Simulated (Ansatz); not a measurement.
The cluster Cs₄⁻. Total charge -1; doublet. Geometry r2SCAN/def2-TZVPD; atoms count from 1.

```xyz
4

Cs   -0.635    1.201    3.232
Cs    2.830    1.225   -0.909
Cs    0.221   -3.424   -0.426
Cs   -2.416    0.998   -1.897
```

In the def2 sets Cs takes a core potential; there is no spin–orbit coupling. The charge -1 doublet is spin-contaminated (final ⟨S²⟩ up to 1.77, 0.75 for a pure state). The geometry of the doublet was relaxed on an unsound state (⟨S²⟩ 1.87, where a pure state has 0.75). Another isomer (doublet) lies 0.11 eV lower at PBE0/def2-TZVPD; other spin states weren't run for this one.

(1) Estimate the Mulliken populations from the PBE0/def2-TZVPD orbitals of Ansatz.

(2) Where does the spin sit?

## Answers

(1) 
| atom | charge (e) | spin (α − β) |
| --- | --- | --- |
| Cs1 | -0.22 | -0.66 |
| Cs2 | -0.17 | 0.46 |
| Cs3 | -0.41 | 0.72 |
| Cs4 | -0.20 | 0.48 |
Mulliken values and Mayer orders depend strongly on the basis. With diffuse functions, as here, like atoms can get unlike values, and bond orders can come out too low or too high.

(2) Summed by element: Cs 1.00, of 1 unpaired in all. Largest on single atoms: Cs3 0.72, Cs1 -0.66, Cs4 0.48.
